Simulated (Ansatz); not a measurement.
Frontier orbitals of `[AlH2][N]1[SiH2]C1=[Se]`.

Total charge 0; spin multiplicity 1. Correlated methods include outer-core shells of Se, which these sets cover unevenly. Scalar relativity is left out up to krypton. Geometry: relaxed with PBE0-D4/def2-TZVP. Basis def2-TZVPP, Ansatz 0.2.0.

Orbital energies of one run (eV). Highest occupied ones, from the top: -6.59, -7.49, -9.46, -10.17, -11.23, -11.97, -12.67, -13.23, -13.66, -16.45, -18.17, -21.67, -28.99, -61.52. Empty: -1.41, -0.26, 0.25, 1.13, 1.57, 1.66.

(1) Which functional gave them?
A. LC-ωPBE
B. r2SCAN
C. LDA (SPW92)
D. BHLYP

Answers

(1) D. HOMO energies: BHLYP -6.59, LC-ωPBE -8.20, r2SCAN -4.93, LDA (SPW92) -4.93 eV.

LC-ωPBE has ω = 0.4 bohr⁻¹.
